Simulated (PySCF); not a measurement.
**Working out the ionisation energy of Ne+**

Ne+ [He] 2s2 2p5 (2P) → Ne(2+) [He] 2s2 2p4 (3P). All numbers are calculated (PySCF 2.14, no relativity, point nucleus, in dyall-av2z (11s7p2d, 42 functions)). Frozen: 1s2; the 8 highest virtual orbitals dropped. Energies in hartree (1 hartree = 27.21139 eV):

```json
{"part": "UHF", "Ne+ (lower)": "-127.817221", "Ne(2+) (upper)": "-126.373999"}
{"part": "CCSD correlation", "Ne+ (lower)": "-0.182427", "Ne(2+) (upper)": "-0.137576"}
{"part": "(T)", "Ne+ (lower)": "-0.001993", "Ne(2+) (upper)": "-0.001021"}
```

Q: What does Hartree-Fock give?

A: (-126.373999) − (-127.817221) = 1.443222 hartree = 39.272 eV.

Q: What do CCSD and CCSD(T) give?

A: The CCSD correlation energies differ by 0.044851 hartree = 1.220 eV and the triples by 0.000972 hartree = 0.026 eV, so CCSD gives 40.492 eV and CCSD(T) 40.518 eV.

A first-order spin-orbit estimate adds -0.005 eV to CCSD(T) (valence), giving 40.513 eV against 40.963 eV (measured; NIST Atomic Spectra Database, ionization energies).

A double-zeta basis recovers only part of the correlation energy.

What remains against the reference includes basis incompleteness, the frozen core and higher excitations.
